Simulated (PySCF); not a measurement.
Species: C5H8GeS.
Atom-mapped SMILES: `[CH3:1][GeH2:2][c:3]1[cH:4][cH:5][cH:6][s:7]1` (hydrogens: H8, H9, H10 on C1; H11, H12 on Ge2; H13 on C4; H14 on C5; H15 on C6)

Computed by this run: PBE0-D3(BJ)/def2-SVP geometry optimisation, gas phase in PySCF 2.14.0; density fitting, grid level 1; the optimiser is geomeTRIC in internal coordinates, started from a GFN2-xTB structure with every atom displaced at random (about 0.01 Å).

Step 0: E = -72637.5302 eV
```
atom  x, y, z in Å  |  force x, y, z in eV/Å
C1     -2.6129    0.6547   -0.0952   -0.366   0.911   0.123
Ge2    -1.4582   -0.8431    0.3033    0.216   0.453   0.025
C3      0.3798   -0.2855    0.1805    1.073   0.394   0.093
C4      1.4297   -0.7376   -0.6252   -2.769  -0.621   0.206
C5      2.6184   -0.0669   -0.4581    0.370   0.974   0.819
C6      2.5393    0.9175    0.4923   -0.507  -0.349  -0.053
S7      0.9833    1.0097    1.1827   -0.295  -0.364  -0.297
H8     -2.4141    1.0655   -1.1030    0.019  -0.168   0.172
H9     -2.4665    1.4916    0.6307    0.085  -0.459  -0.297
H10    -3.6819    0.3906   -0.0392    0.091  -0.124  -0.044
H11    -1.6448   -1.9761   -0.6532   -0.114  -0.609  -0.644
H12    -1.7219   -1.3730    1.6895   -0.153  -0.148   0.627
H13     1.2210   -1.5345   -1.3304    0.270  -0.253  -0.261
H14     3.4988   -0.2832   -0.9947    1.280  -0.271  -0.744
H15     3.3057    1.5699    0.8342    0.799   0.633   0.274
```

Step 1: E = -72637.6913 eV
```
atom  x, y, z in Å  |  force x, y, z in eV/Å
C1     -2.6307    0.6671   -0.1099    0.025  -0.226   0.007
Ge2    -1.4707   -0.8511    0.3171   -0.049  -0.125  -0.001
C3      0.3858   -0.2780    0.2052   -0.219   0.001   0.014
C4      1.3719   -0.7101   -0.6509    0.386   0.198   0.132
C5      2.6183   -0.0334   -0.4560   -0.002  -0.258  -0.235
C6      2.5553    0.9054    0.5356    0.094   0.152   0.120
S7      0.9910    0.9703    1.2332   -0.037  -0.024   0.043
H8     -2.5275    0.9076   -1.1744   -0.001   0.043  -0.114
H9     -2.3185    1.5427    0.4702    0.011   0.093   0.102
H10    -3.6867    0.4475    0.1048    0.029  -0.008   0.014
H11    -1.6595   -2.0152   -0.6971    0.049   0.190   0.153
H12    -1.7628   -1.3743    1.7507    0.029   0.075  -0.177
H13     1.2260   -1.4932   -1.3932   -0.056  -0.073  -0.056
H14     3.5324   -0.2441   -1.0235   -0.175   0.030   0.063
H15     3.3514    1.5582    0.9025   -0.083  -0.069  -0.063
```

Q: Estimate the geometry and energy of step 2. (The exact step hangs on the optimiser's Hessian estimate; all steps are aligned on step 1, rigid shifts and turns removed.)

A: E = -72637.6991 eV, largest force 0.221 eV/Å
```
atom  x, y, z in Å  |  force x, y, z in eV/Å
C1     -2.6299    0.6627   -0.1135    0.039  -0.005  -0.034
Ge2    -1.4673   -0.8443    0.3156    0.011  -0.013  -0.002
C3      0.3847   -0.2731    0.2212   -0.036  -0.031   0.042
C4      1.3732   -0.7107   -0.6313    0.100  -0.034  -0.127
C5      2.6198   -0.0401   -0.4609   -0.201  -0.017   0.091
C6      2.5569    0.9025    0.5316    0.110   0.078   0.072
S7      1.0003    0.9661    1.2528    0.076   0.003  -0.090
H8     -2.5200    0.9190   -1.1775   -0.008   0.018   0.019
H9     -2.3353    1.5372    0.4856   -0.027  -0.009   0.005
H10    -3.6840    0.4278    0.0900   -0.005  -0.004   0.005
H11    -1.6347   -1.9917   -0.6987    0.008   0.001  -0.005
H12    -1.7722   -1.3718    1.7319   -0.010   0.011   0.011
H13     1.2127   -1.4963   -1.3722   -0.031  -0.010  -0.003
H14     3.5197   -0.2484   -1.0426   -0.031   0.009   0.012
H15     3.3515    1.5604    0.8822    0.006   0.003   0.005
```

The energy changes by -0.0078 eV. The first-order estimate −F·Δx gives -0.0182 eV and the mean of the old and new forces, exact on a quadratic surface, -0.0079 eV. The step makes an angle of 73° with the force vector and moves no atom by more than 0.034 Å.

The cost below is that of the whole optimisation. Time: 2.7 min; peak memory 0.67 GiB. Hardware: Arm Neoverse N1, one thread (shared host).
